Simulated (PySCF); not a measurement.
PbS, CCSD(T): how much the basis matters

PySCF, RHF reference; singlet, unpaired electrons none; De to Pb + S without counterpoise correction. Frozen cores follow the default of each basis and core potential.

```csv
basis,relativity,functions,Re (Å),ωe (cm⁻¹),De (eV),frozen orbitals
def2-SVP,scalar-relativistic core potentials,44,2.343,417,4.00,9
def2-SVPD,scalar-relativistic core potentials,59,2.356,409,4.17,9
def2-TZVPP,scalar-relativistic core potentials,92,2.307,435,4.48,9
```

(1) How does each smaller set differ from the one with most functions, def2-TZVPP?

Measured (Huber and Herzberg, Constants of Diatomic Molecules (1979)): Re = 2.286863 Å, ωe = 429.4 cm⁻¹. Correlated steps freeze 9 core orbitals. Correlated levels converge slowly with the basis: in double zeta they bind strong bonds too weakly, by up to about 1 eV, and carry superposition errors of some tenths. Spin–orbit coupling is left out, which matters for elements this heavy, above all for dissociation energies. Where the molecule has an RHF reference, its open-shell atoms are computed with UHF. The CCSD T1 diagnostic is raised in PbS, a sign that a single reference may not be enough there.

Answers

(1) def2-SVP: +3.6 pm, -4.1 % in ωe, -0.48 eV in De; def2-SVPD: +4.9 pm, -6.0 % in ωe, -0.31 eV in De. All at CCSD(T); the set with most functions is neither the basis-set limit nor always the best.
